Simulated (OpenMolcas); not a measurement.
# N I: effect of correlating more closed shells

```
Program             : OpenMolcas
Basis               : ANO-RCC-VTZP [4s3p2d1f]
Scalar Hamiltonian  : DKH2, point nucleus
Active space        : 3 electrons in 3 orbitals (2p)
State averaging     : 2S+1 = 4 odd, 1 root; 2S+1 = 2 odd, 8 roots
Spin-orbit coupling : RASSI with atomic mean-field integrals over the reference wave functions, term energies averaged over their components
```

Methods on the same reference wave functions:
A. CASSCF
B. SS-CASPT2, IPEA 0.25 Eh, imaginary shift 0.1 Eh (closed shells correlated: 2s)
C. SS-CASPT2, IPEA 0.25 Eh, imaginary shift 0.1 Eh (closed shells correlated: 1s 2s)

Energies in eV above 2s2 2p3 4S* 3/2, the measured ground level; measured values from NIST Handbook of Basic Atomic Spectroscopic Data.

```
          Level       A       B       C  Measured
2s2 2p3 4S* 3/2  0.0000  0.0000  0.0000    0.0000
2s2 2p3 2D* 3/2  2.8542   2.435   2.440    2.3846
2s2 2p3 2D* 5/2  2.8543   2.435   2.440    2.3835
2s2 2p3 2P* 1/2  4.7140   3.872   3.875    3.5756
2s2 2p3 2P* 3/2  4.7140   3.872   3.876    3.5756
```

Deviations, from unrounded energies. A percentage is the sum of absolute deviations over the sum of measured energies, with the sign that they share, or ± where signs differ.

```tsv
Against measurement	Levels	A	B	C
mean absolute deviation (cm-1)	4	6500	1400	1400
other terms of the ground configuration (%)	4	+27.0	+5.8	+6.0
```

B, C lie about equally close to measurement and A furthest from it. The largest miss of B in the table is 2s2 2p3 2P* 3/2, by +2400 cm-1. The ranking rests on the paired levels alone, and a cruder setting can come out closer through cancelling errors.

Between B and C the level of the table that moves most is 2s2 2p3 2D* 5/2, by 39 cm-1 (lowest in B, highest in C). Moves below CASPT2's spread within the term are not significant.

The mean deviations of B to C differ by less than CASPT2's widest spread within a term (240 cm-1), so their order carries little weight.

From A to B the spin-free energies of the other terms of 2s2 2p3 shown, above 4S*, scale by factors of 0.82 to 0.85.

The lowest spin-free term lies below A's lowest term by 0.105 hartree in B, 0.112 hartree in C.

What an inner shell adds also hangs on whether the basis holds functions to correlate it.

Term energies are means over components that CASPT2 splits; among the terms shown or strongly mixed into the levels shown the widest spread is 240 cm-1 (2s2 2p3 2D*, C). With the s shell closed, the reference lacks s² → p² mixing. Without dynamic correlation excited terms often stand tens of per cent too high (terms of higher spin than the ground term too low), and those without a measured partner can miss by more than the paired ones (holds for A). Measured partners are found by configuration, term and J. A level has none where our copy of the source lacks it or the pairing is in doubt (some pairs that miss far off the trend of their configuration count as doubtful), and it then counts in no deviation. Only configurations of the active space appear.

* marks odd parity.
